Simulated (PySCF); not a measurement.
Si(F)(OH)(OMe)(NH2) (CH₆FNO₂Si), SMILES CO[Si](N)(O)F.

Geometry: PBE0-D3(BJ)/def2-SVP. This is a generated structure with no PubChem entry under its InChIKey; it may be hypothetical. Other conformers were not sampled.

Method: PBE/def2-TZVP run with PySCF.

Isolated molecule, no solvent.

```
Item                                                                                                           Result
---------------------------------------------------------------------------------------------  ----------------------
total energy                                                                                       -636.09001 hartree
highest occupied level                                                                                       -6.47 eV
lowest empty level                                                                                           -0.22 eV
orbital gap                                                                                                   6.25 eV
dipole moment                                                                                                  1.63 D
quadrupole, principal values (traceless, Buckingham form, about the centre of nuclear charge)  -5.41, -2.28, 7.69 D·Å
mean static polarisability                                                                       50.5 bohr³ (7.49 Å³)
polarisability, principal values                                                               44.9, 50.8, 55.8 bohr³
```
